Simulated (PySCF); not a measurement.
Bond length, frequency and bond energy of SnSe by level of theory

State: ¹Σ⁺ (singlet), closed shell. Set-up: PySCF, scalar-relativistic core potentials, basis sets Sn def2-SVP with ECP28, Se def2-SVP. De refers to Sn + Se in their high-spin ground configurations, without counterpoise correction. A positive dipole means Sn(−)Se(+).

| Level | Re (Å) | ωe (cm⁻¹) | De (eV) | μ (D) | CPU s a point (SCF and correlation, without the integrals) |
| --- | --- | --- | --- | --- | --- |
| RHF | 2.318 | 364 | 2.23 | -3.59 | 0.12 |
| RHF-MP2 | 2.355 | 333 | 4.28 | n/a | 0.2 |
| RHF-SCS-MP2 | 2.356 | 333 | 4.10 | n/a | n/a |
| RHF-CCSD | 2.349 | 339 | 3.85 | n/a | n/a |
| RHF-CCSD(T) | 2.370 | 320 | 4.13 | n/a | 3.6 |
| PBE | 2.370 | 318 | 4.90 | -2.61 | 1.5 |
| PBEsol | 2.353 | 325 | 5.21 | -2.53 | 1.2 |
| TPSS | 2.361 | 322 | 4.81 | -2.75 | 2 |
| r²SCAN | 2.347 | 332 | 4.66 | -2.79 | 2.8 |
| B3LYP | 2.360 | 326 | 4.56 | -2.79 | 1.1 |
| PBE0 | 2.339 | 339 | 4.53 | -2.91 | 1.7 |
| LC-ωPBE | 2.296 | 370 | 4.02 | -3.17 | 1.2 |

The bond length runs from 2.296 Å (LC-ωPBE) to 2.370 Å (PBE). De spans 2.23 eV (RHF, mean field) to 5.21 eV (PBEsol, GGA). Correlation at CCSD(T) changes the Hartree–Fock bond energy by +1.90 eV; the triples alone change it by +0.28 eV.

Correlated steps freeze 13 core orbitals. Correlated levels converge slowly with the basis: in double zeta they bind strong bonds too weakly, by up to about 1 eV, and carry superposition errors of some tenths. Spin–orbit coupling is left out, which matters for elements this heavy, above all for dissociation energies. Where the molecule has an RHF reference, its open-shell atoms are computed with UHF.

The whole job (state search and all levels along the bond) took about 3.7 min on 1 thread of Arm Neoverse V1 (shared host), peak memory 0.77 GiB.
